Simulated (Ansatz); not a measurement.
`CB(Cl)N([SiH3])[SiH3]` + `B1C[SiH2][SiH2]1` → `CBN([SiH3])[SiH3]` + `Cl[SiH]1CB[SiH2]1`  (redistribution)

Calculated with Ansatz (gas phase, PBE0-D4/def2-TZVP geometries, no zero-point term in ΔE). CBS: MP2 limit from def2 TZ/QZ plus the TZ coupled-cluster correction, frozen cores. Functionals use def2-TZVPP. B3LYP here is the variant with VWN-RPA as its local correlation; programs differ in this. Each species was taken in one conformer, which may not be the lowest.

| level | ΔE (kcal/mol) | difference from CCSD(T)/CBS |
| --- | --- | --- |
| PBE-D4 | 3.6 | 2.3 |
| PBE0-D4 | 2.5 | 1.2 |
| B3LYP-D4 | 0.7 | -0.6 |
| ωB97X-V | 0.6 | -0.7 |
| B2PLYP | 0.8 | -0.5 |
| HF/def2-TZVPP | -4.9 | -6.2 |
| MP2/def2-TZVPP | 2.6 | 1.3 |
| HF/CBS(def2) | -5.2 | -6.5 |
| MP2/CBS(def2) | 1.8 | 0.5 |
| CCSD/CBS(def2) | 0.0 | -1.3 |
| CCSD(T)/CBS | 1.3 | 0 |

Largest T1 diagnostic among the species: 0.015.

The D4 term adds +0.7 kcal/mol with B3LYP and +0.4 kcal/mol with PBE0; it sums over pairs of atoms, weighted by their polarisabilities, and B3LYP, whose exchange is more repulsive, gets the larger term. From PBE to PBE0 (25 % exact exchange), in def2-TZVPP and without D4, ΔE moves by −1.0 kcal/mol.
